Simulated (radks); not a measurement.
Q: Species: V7+. Configuration: [Ne] 3s2 3p4. Method: scalar-relativistic Kohn-Sham, r2SCAN, spin-unpolarised, spherical densities, finite nucleus; meta-GGA in the generalised Kohn-Sham scheme; Fermi nuclear charge, rms radius 3.6002 fm; computed with a radial shooting solver on a logarithmic mesh with Libxc functionals. Some entries of the table are withheld. Estimate them.

orbital,occ.,eigenvalue (hartree),<r> (bohr)
1s,2,-203.1915,0.06645
2s,2,(1),0.3065
2p,6,(2),(3)
3s,2,-7.13127,0.8726
3p,4,(4),(5)

A: 
(1) 2s eigenvalue (hartree): -27.62209
(2) 2p eigenvalue (hartree): -23.88686
(3) 2p <r> (bohr): 0.2727
(4) 3p eigenvalue (hartree): -6.05951
(5) 3p <r> (bohr): 0.8941
